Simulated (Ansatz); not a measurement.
Basis-set extrapolation for CH₇NOSSi (`NC(O)S[SiH3]`) (PBE0-D4/def2-TZVP geometry, frozen core, Ansatz). Multiplicity 1, RHF reference.

```csv
,def2-TZVPP,def2-QZVPP
HF,-857.826434,-857.854785
MP2 correlation,-0.930590,-1.002398
CCSD(T) correlation,-1.020086,not run
```

Energies in hartree. Use E(X) = E(∞) + A·exp(−7.88·√X) for Hartree–Fock and E(X) = E(∞) + B·X^(−2.97) for correlation, with X = 3 and 4, and add CCSD(T) minus MP2 of the smaller set to the MP2 limit.

Q: What is the CCSD(T) energy at the basis-set limit?

A: HF limit: -857.854785 + (-0.028351) × 0.13774 = -857.85869. MP2 limit: -1.002398 + (-0.071808) × 0.74074 = -1.05559. Higher-order term: -1.020086 − (-0.930590) = -0.08950. Total: -859.00378 hartree, 4.28 eV below CCSD(T)/def2-TZVPP.
